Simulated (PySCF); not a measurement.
Working out the ionisation energy of O²⁺

O²⁺ [He] 2s2 2p2 (3P) → O³⁺ [He] 2s2 2p1 (2P). Computed with PySCF 2.14 in aug-cc-pVDZ (4s3p2d, 23 functions), with the non-relativistic Hamiltonian (point nucleus). Frozen: 1s2. Energies in hartree (1 hartree = 27.21139 eV):

```csv
part,O²⁺ (lower),O³⁺ (upper)
UHF,-73.083444,-71.075675
CCSD correlation,-0.079022,-0.082258
(T),-0.000660,-0.000492
```

What does Hartree-Fock give?

(-71.075675) − (-73.083444) = 2.007769 hartree = 54.634 eV.

What do CCSD and CCSD(T) give?

The CCSD correlation energies differ by -0.003236 hartree = -0.088 eV and the triples by 0.000168 hartree = 0.005 eV, so CCSD gives 54.546 eV and CCSD(T) 54.551 eV.

A first-order spin-orbit estimate adds -0.003 eV to CCSD(T) (valence), giving 54.548 eV against 54.936 eV (semi-empirical (NIST evaluation); NIST Atomic Spectra Database, ionization energies).

A double-zeta basis recovers only part of the correlation energy.

What remains against the reference includes basis incompleteness, the frozen core and higher excitations.
